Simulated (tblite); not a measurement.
Compound: C₇H₄N₂O.
Bonds: C1–C2 (triple), C2–C3, C3–C4 (aromatic), C4–N5 (aromatic), N5–N6 (aromatic), N6–C7 (aromatic), C7–C8 (aromatic), C8–C9, C9–O10 (double), C3–C8 (aromatic). Hydrogens: H11 on C1; H12 on C4; H13 on C7; H14 on C9.

A start from a force field or distance geometry was refined with tblite 0.8.0, GFN2-xTB geometry optimisation, gas phase. Values at the start:

```json
{"coordinate": "C1≡C2", "start": "1.215 Å"}
{"coordinate": "C1–H11", "start": "1.055 Å"}
{"coordinate": "C2–C3", "start": "1.417 Å"}
{"coordinate": "C3–C4", "start": "1.380 Å"}
{"coordinate": "C3–C8", "start": "1.399 Å"}
{"coordinate": "C4–N5", "start": "1.351 Å"}
{"coordinate": "C4–H12", "start": "1.095 Å"}
{"coordinate": "N5–N6", "start": "1.363 Å"}
{"coordinate": "N6–C7", "start": "1.356 Å"}
{"coordinate": "C7–C8", "start": "1.389 Å"}
{"coordinate": "C7–H13", "start": "1.086 Å"}
{"coordinate": "C8–C9", "start": "1.464 Å"}
{"coordinate": "C9=O10", "start": "1.232 Å"}
{"coordinate": "C9–H14", "start": "1.101 Å"}
{"coordinate": "C1–C2–C3", "start": "178.7°"}
{"coordinate": "C3–C4–N5", "start": "124.0°"}
{"coordinate": "C3–C8–C7", "start": "118.5°"}
{"coordinate": "C4–N5–N6", "start": "119.1°"}
{"coordinate": "N5–N6–C7", "start": "119.2°"}
{"coordinate": "N6–C7–C8", "start": "122.5°"}
{"coordinate": "C7–C8–C9", "start": "118.9°"}
{"coordinate": "C8–C9–O10", "start": "120.8°"}
```

Problem. How do these coordinates change at the GFN2-xTB level?

Solution. 
| coordinate | GFN2-xTB (Å or °) | change |
| --- | --- | --- |
| N5–N6 | 1.302 | -0.061 |
| N6–C7 | 1.315 | -0.041 |
| C4–N5 | 1.312 | -0.039 |
| C9=O10 | 1.202 | -0.030 |
| C3–C4 | 1.409 | +0.029 |
| C7–C8 | 1.403 | +0.014 |
| C4–H12 | 1.081 | -0.014 |
| C1≡C2 | 1.202 | -0.013 |
| C8–C9 | 1.473 | +0.009 |
| C2–C3 | 1.409 | -0.008 |
| C9–H14 | 1.108 | +0.007 |
| C7–H13 | 1.081 | -0.005 |
| C1–H11 | 1.050 | -0.005 |
| C3–C8 | 1.400 | +0.001 |
| C8–C9–O10 | 124.6 | +3.8 |
| C7–C8–C9 | 121.2 | +2.3 |
| C4–N5–N6 | 121.1 | +2.0 |
| C3–C8–C7 | 116.5 | -2.0 |
| C1–C2–C3 | 177.2 | -1.5 |
| C3–C4–N5 | 123.0 | -1.0 |
| N5–N6–C7 | 120.1 | +0.9 |
| N6–C7–C8 | 123.3 | +0.8 |

The energy falls by 6.0 kcal/mol over 24 L-BFGS steps, the largest force on an atom goes from 2.69 to 0.005 eV/Å, and the atoms move by 0.041 Å rms after alignment. The bond that changes most is N5–N6 (both ends pyridine-type nitrogen), which shortens by 0.061 Å. Bonds longer at the end by more than 0.005 Å: 4 of 14; shorter: 9. Rotational constants go from 1639, 1515, 787.4 to 1637, 1527, 790.0 MHz.

Its GFN2-xTB frequencies are all real (lowest 77 cm⁻¹). The numbers are those of one conformer.

Conformer computed: `[CH:1]#[C:2][c:3]1[cH:4][n:5][n:6][cH:7][c:8]1[CH:9]=[O:10]`: C7–C8–C9–O10 0°.
